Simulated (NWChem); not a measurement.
System: BBr2, doublet; SMILES Br[B]Br

In the optimisation the excess spin sits in a1 (C2v, its own frame). This build's default masses of Se (78.918 u) and Br (79.917 u) are each other's, which moves their modes by up to 0.6 %.

Give the equilibrium geometry at PBE-D3(BJ)/def2-SVP, spin-unrestricted (NWChem) as a list of bonds and angles, with the point group.

point group C2v; any orientation.
Bonds (Å): Br1–B2 1.894, B2–Br3 1.894. Angles (°): Br1–B2–Br3 126.1.
